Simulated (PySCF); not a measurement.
C₃H₉O₂Si, SMILES O(C)[Si](C)([O])C, multiplicity 2.

Geometry: r2SCAN-D4/def2-SVP. The isomer is the one that the SMILES or the coordinates give; other isomers of the formula were not compared. The values are those of a single conformer.

Calculation: PySCF with PBE/def2-TZVP.

Gas-phase values at a fixed geometry.

### Question
Estimate the frontier levels, dipole moment and polarisability. (Estimate from the structure and the level; the computed values follow.)

### Answer

| Item | Result |
|---|---|
| α spin, highest occupied and lowest empty level | -6.61 and 0.09 eV |
| β spin, highest occupied and lowest empty level | -6.48 and -5.74 eV |
| dipole moment | 2.25 D |
| quadrupole, principal values (traceless, Buckingham form, about the centre of nuclear charge) | -9.18, 2.32, 6.86 D·Å |
| mean static polarisability | 76.3 bohr³ (11.31 Å³) |
| polarisability, principal values | 69.6, 76.1, 83.3 bohr³ |
| ⟨S²⟩ | 0.753 (pure state 0.75) |
